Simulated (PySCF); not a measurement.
## Electron correlation in W⁵⁸⁺ (tungsten, charge +58)

[Ne] 3s2 3p4, high-spin 3P determinant. All numbers are calculated (PySCF 2.14, the non-relativistic Hamiltonian (point nucleus), in an uncontracted even-tempered set (16 s from 15 bohr⁻², ratio 2.5; 10 p from 19 bohr⁻², ratio 2.5; 4 d from 79 bohr⁻², ratio 2.7; 4 f from 120 bohr⁻², ratio 2.7)). Frozen: 1s2; 14 electrons correlated; the 17 highest virtual orbitals of each spin left out.

```
  level  correlation energy (mhartree)
   CCSD                        -578.21
    (T)                          -0.84
CCSD(T)                        -579.05
```

Diagnostics: T1 = 0.00045, D1 = 0.0022, largest double amplitude 0.018.

Problem. Is a single reference adequate?

Solution. Yes, within this model without spin-orbit coupling: T1 lies below 0.03 and no double amplitude reaches 0.07.

At this charge a non-relativistic calculation is a model, useful for the Z dependence of the correlation energy.

Spin-orbit coupling is strong in this species, so the high-spin LS determinant is a model state.
